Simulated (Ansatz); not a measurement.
Abridged output of a molecular run in Ansatz:

```
Functional definition: HF
1630 factors; integrals over basis functions are off by at most 1.1e-3 eV
mean field evaluation 1: about -12288.6875 eV, gradient 5.3e1 eV
mean field evaluation 2: about -12288.8517 eV, gradient 5.3e1 eV
mean field evaluation 4: about -12294.5121 eV, gradient 4.4e0 eV
mean field evaluation 8: about -12294.5899 eV, gradient 3.4e-1 eV
mean field evaluation 16: about -12294.5904 eV, gradient 1.1e-6 eV
mean field -12294.59042746 eV, -451.8178646364 hartree, gradient 1.1e-6 eV, S^2 0.000000; 0 other end points of the search recorded, 0 dependent functions left out
9 core orbitals not correlated: weight in the atoms' cores, before any rotation towards them, 1.000 or more for the frozen orbitals, at most 0.000 for the correlated occupied ones
reference -12294.59042746 eV, -451.8178646364 hartree; 15, 15 occupied and 254, 254 virtual orbitals, 1630 factors
second order -24.08567973 eV of doubles, -0.00000000 eV of singles
cycle   1  -24.54997587 eV  change   -4.6e-1 eV  update   9.7e-2
cycle   2  -25.08078948 eV  change   -5.3e-1 eV  update   2.8e-2
cycle   3  -25.20387777 eV  change   -1.2e-1 eV  update   1.5e-2
cycle   4  -25.19583383 eV  change    8.0e-3 eV  update   3.5e-3
cycle   5  -25.19506513 eV  change    7.7e-4 eV  update   1.6e-3
cycle   6  -25.19551095 eV  change   -4.5e-4 eV  update   4.9e-4
cycle   7  -25.19521073 eV  change    3.0e-4 eV  update   1.8e-4
cycle   8  -25.19516770 eV  change    4.3e-5 eV  update   4.8e-5
cycle   9  -25.19517772 eV  change   -1.0e-5 eV  update   1.6e-5
perturbative correction -0.92137070 eV, -0.0338597488 hartree
Total energy: -12320.70697588 eV, -452.7776300883 hartree
```

Its atoms:

```xyz
13

C    -2.0033   -1.0409   -0.3070
O    -0.6203   -1.1150   -0.4538
Al    0.6634   -0.0740   -0.0874
C     0.3764    1.6709    0.7251
N     2.2692   -0.6822   -0.4941
H    -2.3654   -1.8593    0.3260
H    -2.3347   -0.0969    0.1473
H    -2.4970   -1.1319   -1.2815
H    -0.1271    1.5817    1.6925
H     1.3152    2.2058    0.8902
H    -0.2577    2.3035    0.0965
H     3.1291   -0.1835   -0.3390
H     2.4522   -1.5781   -0.9149
```

(1) Which basis set was used?
A. def2-TZVPP
B. cc-pV(Q+d)Z
C. def2-SVPD
D. cc-pV(D+d)Z

(2) Write the keys of the input that set method, charge and spin (a neutral closed shell needs none for the last two).

Results:

(1) A. It gives 278 functions.

(2) 
```yaml
correlation: {method: ccsd_t}
```
